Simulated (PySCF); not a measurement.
Scandium: a sound run and one with changed settings

Sound run: Sc [Ar] 3d1 4s2, Sc⁺ [Ar] 3d1 4s1. Calculation: PySCF 2.14, in def2-TZVP; no relativity, point nucleus. The sound run starts from symmetry-adapted Hartree-Fock orbitals and uses a fine grid where one is needed.

A second run was set up differently.

```tsv
species	method	sound run (hartree)	changed run (hartree)	converged
Sc	UHF	-759.72444	-759.72444	yes
Sc	LDA	-758.65772	-758.65965	yes
Sc	B3LYP	-760.63021	-760.61561	yes
Sc⁺	UHF	-759.52720	-759.52720	yes
Sc⁺	LDA	-758.41271	-758.41453	yes
Sc⁺	B3LYP	-760.38892	-760.37560	yes
```

Ionisation energy of Sc:

```
method  sound run (eV)  changed run (eV)
   UHF           5.367             5.367
   LDA           6.667             6.670
 B3LYP           6.566             6.531
```

What was changed?
A. radial grid too coarse
B. level shift left on
C. a valence shell is frozen
D. basis contracted for another Hamiltonian

A. It used radial step 0.5 in ln r (0.13 in the sound run). A coarse radial grid mis-integrates the density and the exchange-correlation energy, with errors of either sign; Hartree-Fock needs no grid.
